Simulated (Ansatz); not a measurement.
Coupled-cluster diagnostics for InH2Me (CH5In), Ansatz.

Geometry of the singlet (PBE0-D4/def2-TZVP):

```xyz
7

In    0.430   -0.563   -0.898
H     1.213   -2.090   -0.671
H     0.280    0.082   -2.497
C    -0.365    0.509    0.792
H    -1.371    0.138    1.007
H    -0.434    1.577    0.588
H     0.247    0.347    1.680
```

In the def2 sets In takes a core potential; there is no spin–orbit coupling. Correlated methods freeze 5 core orbitals; core or outer-core shells of In are correlated, in sets that lack core-valence functions.

Q: Estimate the CCSD(T) correlation energy, the shares of MP2 and (T), T1 and the reference's ⟨S²⟩ for: charge 0, singlet, own geometry in def2-TZVPP; charge 1, doublet, vertical in def2-TZVPP; and the rough time on 4 threads of Arm Neoverse V2 on a shared host.

A: 
| state | basis | correlation (eV) | MP2 share (%) | (T) share (%) | T1 | ⟨S²⟩ (pure) | wall time |
| --- | --- | --- | --- | --- | --- | --- | --- |
| charge 0, singlet, own geometry | def2-TZVPP | -14.151 | 93.0 | 3.0 | 0.013 | 0.00 (0.00) | 8 s |
| charge 1, doublet, vertical | def2-TZVPP | -13.132 | 91.2 | 2.8 | 0.023 | 0.77 (0.75) | 36 s |
Customary marks for T1 are 0.02 (closed shells), 0.045 (open shells) and about 0.05 (3d metals). T1 exceeds 0.02 in 1 of 2 rows and 0.045 in 0; the higher it lies, the less the single-reference result can be trusted.
